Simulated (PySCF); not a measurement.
**Two-dimensional NMR puzzle**

Compound of formula C₄H₉FSi. Correlations simulated from computed shifts and the bond graph:

HSQC (one-bond C–H):
```tsv
δH	δC
5.21	88.0
2.02	26.5
1.77	26.5
0.39	-1.9
```

COSY cross peaks (H two or three bonds apart, from the bond graph; peaks can be absent where the dihedral angle is near 90°):
```tsv
δH	δH
5.21	2.02
5.21	1.77
4.51	2.02
4.51	1.77
4.51	0.39
2.02	1.77
```

HMBC (two and three bonds, from the bond graph):
```tsv
δH	δC
5.21	26.5
4.51	88.0, 26.5, -1.9
2.02	88.0, 26.5, -1.9
1.77	88.0, 26.5, -1.9
0.39	26.5
```

- GFN2-xTB geometry
- NMR shieldings at PBE0/pcSseg-1/GIAO
- run in PySCF
- no relativistic terms, fast rotation and ring inversion assumed for equivalent nuclei, single conformer, isolated molecule

δ = σ(ref) − σ, references computed at the same level: $^{1}$H (σref 31.72) and $^{13}$C (σref 186.93) against TMS.

Exchangeable hydrogens are left out of these lists.

Assemble the structure.

Results:

`InChI=1S/C4H9FSi/c1-6-2-4(5)3-6/h4,6H,2-3H2,1H3/t4-,6+`.

Structure with atom numbers: `[CH3:1][Si@H:2]1[CH2:3][C@@H:4]([F:5])[CH2:6]1`. Hydrogens are named by the atom that carries them. Ha(C3), Ha(C6) are cis to C1 on the ring; Hb(C3), Hb(C6) are trans to C1 on the ring.

δC 88.0 is C4, an sp3 CH bonded to F (δH 5.21). δC 26.5 is C3/C6, an sp3 CH2 bonded to Si (δH 2.02, 1.77). δC -1.9 is C1, a methyl carbon bonded to Si (δH 0.39). COSY links 5.21–2.02, 5.21–1.77, 4.51–2.02, 4.51–1.77, 4.51–0.39, 2.02–1.77.

This is the structure that produced the data.

Shifts are as computed. Against solution values, carbons near 30 ppm lie about +3 ppm off and those near 130 ppm about +5 ppm. Of 1211 compounds with measured shifts, 218 miss one by over three times the rms of a fit or turn the order of signals round; such compounds aren't used in these exercises.
